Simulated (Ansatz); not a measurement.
HN₂ (SMILES N#[NH+]), charge +1, singlet, geometry from GFN2-xTB; Ansatz (a first-principles code) with HF/def2-TZVP.

Here is a job for Ansatz.
Ansatz 0.2 input:
```yaml
crystal:
  periodic: [false, false, false]
  atoms:
    - {symbol: N, position_ang: [-0.00000000, -0.00000000, -0.43539476]}
    - {symbol: N, position_ang: [0.00000000, 0.00000000, 0.64482984]}
    - {symbol: H, position_ang: [-0.00000000, -0.00000000, -1.46604558]}
basis:
  gaussian:
    orbitals: def2-TZVP
hamiltonian:
  xc: hf
total_charge: 1
accuracy: high
```

Output, abridged:

```
Functional definition: HF
1015 factors; integrals over basis functions are off by at most 3.3e-9 eV
mean field evaluation 1: about -2969.8311 eV, gradient 2.5e1 eV
mean field evaluation 2: about -2969.8387 eV, gradient 2.5e1 eV
mean field evaluation 4: about -2971.0113 eV, gradient 1.8e0 eV
mean field evaluation 8: about -2971.0197 eV, gradient 4.4e-5 eV
mean field -2971.01969920 eV, -109.1829601163 hartree, gradient 2.3e-8 eV, S^2 0.000000; 0 other end points of the search recorded, 0 dependent functions left out
reference -2971.01969920 eV, -109.1829601163 hartree; 7, 7 occupied and 61, 61 virtual orbitals, 1015 factors
Total energy: -2971.01969920 eV, -109.1829601163 hartree
```
